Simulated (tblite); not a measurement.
A geometry optimisation, step by step.

Species: C₂H₄BrN₃Si.
Atom-mapped SMILES: `[SiH3:1][n:2]1[cH:3][c:4]([Br:5])[n:6][n:7]1` (hydrogens: H8, H9, H10 on Si1; H11 on C3)

Computed with GFN2-xTB (tblite), gas phase: L-BFGS steps from a force-field or distance-geometry start until the largest atomic force falls under 0.01 eV/Å. 9 of its 36 geometries are shown.

Step 0: E = -568.4826 eV, largest atomic force 2.735 eV/Å
```
atom  x, y, z in Å  |  force x, y, z in eV/Å
Si1    -1.910    0.193    0.019   -0.733   0.143   0.081
N2     -0.210   -0.315    0.027    0.310   0.404   0.109
C3      0.828    0.543   -0.075    0.834   0.445  -0.191
C4      1.974   -0.226   -0.030   -0.456  -1.319   0.248
Br5     3.790    0.337   -0.115   -0.693  -0.228   0.026
N6      1.589   -1.536    0.123   -2.332   1.070  -0.098
N7      0.253   -1.558    0.154    2.715   0.313  -0.113
H8     -2.668   -0.903    0.597    0.137  -0.148   0.023
H9     -2.136    1.415    0.843    0.408  -0.373  -0.285
H10    -2.318    0.437   -1.375    0.259  -0.002   0.148
H11     0.813    1.616   -0.194   -0.451  -0.305   0.052
```

Step 4: E = -568.6868 eV, largest atomic force 0.309 eV/Å
```
atom  x, y, z in Å  |  force x, y, z in eV/Å
Si1    -1.935    0.187    0.021    0.185  -0.203  -0.026
N2     -0.198   -0.272    0.034   -0.022  -0.129   0.018
C3      0.862    0.557   -0.084   -0.178   0.251   0.024
C4      1.970   -0.248   -0.022   -0.064  -0.063  -0.022
Br5     3.741    0.311   -0.112    0.223  -0.066  -0.005
N6      1.555   -1.523    0.120   -0.251   0.059   0.005
N7      0.285   -1.532    0.151   -0.220   0.152   0.027
H8     -2.658   -0.924    0.602    0.083  -0.187   0.041
H9     -2.100    1.394    0.826    0.205   0.041   0.018
H10    -2.297    0.438   -1.369    0.104   0.008  -0.068
H11     0.780    1.614   -0.192   -0.064   0.137  -0.013
```

Step 9: E = -568.7317 eV, largest atomic force 0.162 eV/Å
```
atom  x, y, z in Å  |  force x, y, z in eV/Å
Si1    -1.935    0.154    0.021   -0.106   0.051  -0.017
N2     -0.210   -0.238    0.039    0.009  -0.041   0.019
C3      0.850    0.592   -0.081   -0.026  -0.070  -0.007
C4      1.947   -0.238   -0.026   -0.018   0.024   0.017
Br5     3.751    0.263   -0.111   -0.112  -0.117  -0.001
N6      1.508   -1.508    0.121    0.105   0.071   0.001
N7      0.238   -1.498    0.158    0.048   0.113  -0.014
H8     -2.618   -0.984    0.610    0.091  -0.028  -0.037
H9     -2.020    1.377    0.813   -0.012   0.046   0.063
H10    -2.253    0.435   -1.377   -0.023  -0.046  -0.034
H11     0.747    1.649   -0.194    0.046  -0.004   0.009
```

Step 13: E = -568.7368 eV, largest atomic force 0.061 eV/Å
```
atom  x, y, z in Å  |  force x, y, z in eV/Å
Si1    -1.944    0.160    0.019    0.058   0.018   0.005
N2     -0.216   -0.235    0.041    0.011   0.034  -0.008
C3      0.843    0.596   -0.081    0.023   0.043  -0.005
C4      1.941   -0.230   -0.025    0.006  -0.010   0.008
Br5     3.745    0.239   -0.112    0.036  -0.007  -0.012
N6      1.509   -1.498    0.122   -0.047  -0.031   0.012
N7      0.239   -1.491    0.159   -0.021  -0.041   0.013
H8     -2.597   -0.998    0.605    0.036  -0.009  -0.025
H9     -2.013    1.381    0.821   -0.049  -0.006   0.009
H10    -2.253    0.426   -1.384   -0.041  -0.019   0.000
H11     0.751    1.653   -0.193   -0.011   0.030   0.003
```

Step 18: E = -568.7400 eV, largest atomic force 0.087 eV/Å
```
atom  x, y, z in Å  |  force x, y, z in eV/Å
Si1    -1.938    0.169    0.018   -0.051  -0.035  -0.011
N2     -0.213   -0.222    0.040    0.002   0.017   0.003
C3      0.850    0.604   -0.081    0.013  -0.041   0.012
C4      1.941   -0.232   -0.021    0.017  -0.004  -0.010
Br5     3.751    0.217   -0.118    0.004  -0.011   0.000
N6      1.499   -1.498    0.129    0.014   0.036   0.001
N7      0.230   -1.483    0.164   -0.007   0.086  -0.007
H8     -2.564   -1.009    0.589   -0.003  -0.023   0.015
H9     -2.032    1.381    0.831   -0.029  -0.002  -0.014
H10    -2.271    0.412   -1.385   -0.006   0.026   0.012
H11     0.752    1.664   -0.190    0.045  -0.049  -0.002
```

Step 22: E = -568.7417 eV, largest atomic force 0.102 eV/Å
```
atom  x, y, z in Å  |  force x, y, z in eV/Å
Si1    -1.944    0.167    0.016    0.018  -0.004   0.016
N2     -0.212   -0.207    0.040   -0.001   0.001   0.007
C3      0.858    0.607   -0.080   -0.001   0.060  -0.018
C4      1.945   -0.234   -0.021   -0.018   0.000   0.008
Br5     3.758    0.202   -0.121    0.000  -0.006   0.003
N6      1.492   -1.494    0.132   -0.013  -0.039  -0.006
N7      0.223   -1.468    0.166    0.009  -0.079   0.014
H8     -2.546   -1.023    0.585   -0.015  -0.027   0.021
H9     -2.050    1.378    0.831   -0.026  -0.017  -0.019
H10    -2.283    0.411   -1.383   -0.001   0.024  -0.008
H11     0.765    1.663   -0.190    0.050   0.087  -0.018
```

Step 26: E = -568.7436 eV, largest atomic force 0.037 eV/Å
```
atom  x, y, z in Å  |  force x, y, z in eV/Å
Si1    -1.948    0.161    0.016    0.010  -0.009  -0.002
N2     -0.210   -0.193    0.042    0.001  -0.004  -0.001
C3      0.866    0.616   -0.082   -0.010  -0.013  -0.002
C4      1.946   -0.236   -0.020   -0.010   0.005  -0.006
Br5     3.764    0.185   -0.124   -0.026  -0.010   0.006
N6      1.485   -1.494    0.135    0.005   0.017  -0.002
N7      0.217   -1.459    0.170   -0.004   0.027  -0.003
H8     -2.531   -1.042    0.584    0.010   0.028  -0.011
H9     -2.079    1.372    0.827   -0.010  -0.022  -0.001
H10    -2.297    0.416   -1.381    0.022  -0.008   0.029
H11     0.792    1.676   -0.194    0.011  -0.011  -0.007
```

Step 31: E = -568.7438 eV, largest atomic force 0.018 eV/Å
```
atom  x, y, z in Å  |  force x, y, z in eV/Å
Si1    -1.946    0.160    0.017   -0.015   0.008   0.003
N2     -0.210   -0.189    0.042   -0.001   0.000   0.000
C3      0.867    0.618   -0.083    0.004   0.004  -0.005
C4      1.946   -0.235   -0.021    0.002  -0.009   0.000
Br5     3.763    0.180   -0.123    0.008   0.003   0.002
N6      1.483   -1.492    0.136    0.001  -0.011  -0.001
N7      0.214   -1.455    0.171    0.000  -0.005   0.002
H8     -2.526   -1.044    0.583   -0.002  -0.002   0.001
H9     -2.086    1.368    0.828   -0.006  -0.002   0.012
H10    -2.295    0.416   -1.379    0.013  -0.002  -0.006
H11     0.798    1.677   -0.196   -0.005   0.015  -0.009
```

Step 35: E = -568.7440 eV, largest atomic force 0.007 eV/Å
```
atom  x, y, z in Å  |  force x, y, z in eV/Å
Si1    -1.947    0.161    0.019   -0.006  -0.002  -0.003
N2     -0.210   -0.186    0.041    0.001  -0.003   0.005
C3      0.868    0.618   -0.086   -0.001  -0.003  -0.001
C4      1.945   -0.236   -0.023    0.001  -0.001   0.004
Br5     3.763    0.179   -0.121    0.001  -0.002  -0.003
N6      1.481   -1.492    0.136    0.005   0.000   0.000
N7      0.213   -1.453    0.172    0.002   0.004   0.004
H8     -2.527   -1.045    0.583    0.002   0.002  -0.005
H9     -2.094    1.365    0.835    0.001  -0.003   0.001
H10    -2.286    0.415   -1.380    0.000   0.006   0.003
H11     0.801    1.678   -0.202   -0.004   0.001  -0.004
```

Q: Summarise the path.

A: The energy falls by 0.2614 eV from step 0 to step 35; nine tenths of that is first reached at step 7. It falls at every step. The largest force goes from 2.735 to 0.007 eV/Å. Among the bonds N6–N7 changes most, from 1.337 to 1.270 Å; the atoms move by 0.109 Å rms after alignment.

The cost below is that of the whole relaxation. Time: 0.18 s. Hardware: an Arm Neoverse V2 with one thread, on a shared host.
